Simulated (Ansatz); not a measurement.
The cluster PbO2H2⁺. Charge 1, multiplicity 2. Geometry PBE0-D4/def2-TZVP.

```xyz
5

Pb    0.717   -0.091    0.348
O    -0.700   -1.567    0.110
O    -0.013    1.658   -0.459
H     0.524    2.466   -0.436
H    -0.528   -2.465    0.437
```

In the def2 sets Pb takes a core potential; there is no spin–orbit coupling. The structure comes from a short search, and lower isomers may exist.

Q: Estimate the α-spin orbital energies around the gap (eV) in Ansatz with PBE-D4/def2-TZVP, PBE0-D4/def2-TZVP.

A: 
```
orbital  PBE-D4/def2-TZVP  PBE0-D4/def2-TZVP
 HOMO−5            -17.35             -19.11
 HOMO−4            -16.39             -18.08
 HOMO−3            -14.94             -16.83
 HOMO−2            -13.78             -15.54
 HOMO−1            -13.36             -15.14
   HOMO            -13.17             -14.64
   LUMO             -8.65              -7.95
 LUMO+1             -7.03              -6.20
 LUMO+2             -6.42              -5.67
 LUMO+3             -3.90              -2.97
 LUMO+4             -3.19              -2.18
 LUMO+5             -1.86              -1.37
 β HOMO            -13.10             -14.60
 β LUMO            -12.06             -11.11
```
